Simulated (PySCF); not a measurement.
C3H6BBr. Atoms are numbered in the order given.

```xyz
11

B      0.3025    -0.5541     0.0000
Br    -0.2046     1.3132     0.0000
C      1.8314    -0.8799     0.0000
H      2.0648    -1.9541     0.0000
H      2.3124    -0.4179     0.8783
H      2.3124    -0.4179    -0.8783
C     -0.8569    -1.5814     0.0000
C     -0.6476    -2.9084     0.0000
H     -1.8931    -1.2233     0.0000
H     -1.4707    -3.6312     0.0000
H      0.3627    -3.3310     0.0000
```
Charge 0, spin multiplicity 1.

The structure is a stationary point at PBE0-D3(BJ)/def2-SVP. Other conformers were not sampled.

Computed with PySCF with B3LYP/pcSseg-1.

GIAO shieldings, no solvent; atoms listed in one row are averaged. δ = σ(ref) − σ: ¹¹B against BF3 (σ = 86.3 ppm); ¹³C against TMS (σ = 181.3 ppm); ¹H against TMS (σ = 31.68 ppm), references at their B3LYP-D3(BJ)/def2-TZVP geometries, non-relativistic (without spin–orbit terms, shifts of atoms bonded to Cl or Br come out too high).

Computed chemical shifts:
```json
[
 {"nucleus": "¹¹B", "atoms": "B1", "count": "1", "δ (ppm)": "64.0"},
 {"nucleus": "¹³C", "atoms": "C7", "count": "1", "δ (ppm)": "153.5"},
 {"nucleus": "¹³C", "atoms": "C8", "count": "1", "δ (ppm)": "151.9"},
 {"nucleus": "¹³C", "atoms": "C3", "count": "1", "δ (ppm)": "12.1"},
 {"nucleus": "¹H", "atoms": "H9", "count": "1", "δ (ppm)": "7.04"},
 {"nucleus": "¹H", "atoms": "H11", "count": "1", "δ (ppm)": "6.87"},
 {"nucleus": "¹H", "atoms": "H10", "count": "1", "δ (ppm)": "6.78"},
 {"nucleus": "¹H", "atoms": "H4, H5, H6", "count": "3", "δ (ppm)": "1.44"}
]
```
